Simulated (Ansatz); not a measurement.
Compare A (`CC(F)[SiH2][SiH3]`) with its isomer B (`CC[SiH](F)[SiH3]`).

Calculated with Ansatz (gas phase, PBE0-D4/def2-TZVP geometries, no zero-point term in ΔE). CCSD(T)/CBS adds triple-zeta CCSD(T) − MP2 to the extrapolated MP2 energy (def2 sets, frozen cores). DFT in def2-TZVPP. B3LYP here is the variant with VWN-RPA as its local correlation; programs differ in this. One conformer a species, not always the lowest.

Which isomer does CCSD(T)/CBS put lower? Give the gap. (Estimate.)

Computed: B, by 53.1 kcal/mol.

Give E(B) − E(A) in kcal/mol with B2PLYP, ωB97M-V, r2SCAN-D4, B3LYP, CCSD(T)/def2-TZVPP, CCSD/def2-TZVPP, MP2/def2-TZVPP. (An estimate is asked.)

Computed: B2PLYP -52.4, ωB97M-V -51.4, r2SCAN-D4 -51.4, B3LYP -51.0, CCSD(T)/def2-TZVPP -52.1, CCSD/def2-TZVPP -52.6, MP2/def2-TZVPP -54.9. None reverses the order clearly.

Largest T1 diagnostic: 0.012.

From PBE to PBE0 (25 % exact exchange), in def2-TZVPP and without D4, E(B) − E(A) moves by −1.8 kcal/mol.
